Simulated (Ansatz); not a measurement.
A structure relaxed at PBE-D4/def2-SVP in Ansatz, charge 0, singlet:

| atom | x (Å) | y (Å) | z (Å) |
| --- | --- | --- | --- |
| Mo1 | -0.003 | -0.007 | 0.000 |
| O2 | 0.571 | -1.386 | 0.783 |
| O3 | -1.327 | -0.500 | -0.921 |
| F4 | 1.313 | 0.659 | -1.120 |
| F5 | -0.554 | 1.234 | 1.259 |

Q: Give its formula, name or SMILES and point group.

A: MoO2F2. Point group C2v (tolerance 0.1 Å).

Q: Summarise the bond lengths by kind (pairs closer than 1.2 times the sum of covalent radii, bridged metal pairs left out).

A: 2 × Mo–O 1.69 Å; 2 × F–Mo 1.85 Å. The metal has 4 neighbours: O 1.69 Å, O 1.69 Å, F 1.85 Å, F 1.85 Å.

In the def2 sets Mo takes a core potential; there is no spin–orbit coupling.
